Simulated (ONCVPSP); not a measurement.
Transferability test, ONCV potential for Al

ONCVPSP 4.0.1 input, shortened (lines: element, Z, core and valence counts, functional; n l f; lmax; l rc ep ncon nbas qcut; lloc lpopt rc5 dvloc0; l nproj debl; icmod fcfact rcfact), LDA (Perdew-Zunger), fully relativistic:

```
  Al 13.00    3    1        3      upf
    1    0    2.00
    2    0    2.00
    2    1    6.00
    3    0    1.50
    2
    0    1.65    0.00    4    8    3.90
    1    1.70    0.02    4    9    5.80
    2    1.65    0.03    4    9    5.00
    4    5    1.30    3.00
    0    1    0.40
    1    2    1.40
    2    1    3.20
    2    0.50    1.15
```

Open shells are filled in proportion to 2j + 1.

In the p channel the program set the typed energies aside and used 0.050, 1.450 Ha (j = l + 1/2; the other j can differ).

Energies are relative to the spin-unpolarised reference configuration 3s1.5; without spin polarisation the order of configurations can differ from experiment.

```
valence configuration  charge  ΔE all-electron (eV)  error AE − PS (meV)
              3s2 3p1       0               -14.407                  +20
              3s1 3p2       0                -9.252                  +21
```

Problem. What are ΔE and the potential's error for 3s2?

Solution. ΔE = -8.560 eV all-electron; the error (AE − PS) is +3.4 meV.

Problem. What are ΔE and the potential's error for 3s1?

Solution. ΔE = 10.817 eV all-electron; the error (AE − PS) is +4.1 meV.

Levels in the configuration 3s1 3p2:

| level | all-electron (eV) | pseudo (eV) |
| --- | --- | --- |
| 3s j=1/2 | -8.669 | -8.676 |
| 3p j=3/2 | -3.404 | -3.417 |
| 3p j=1/2 | -3.423 | -3.425 |
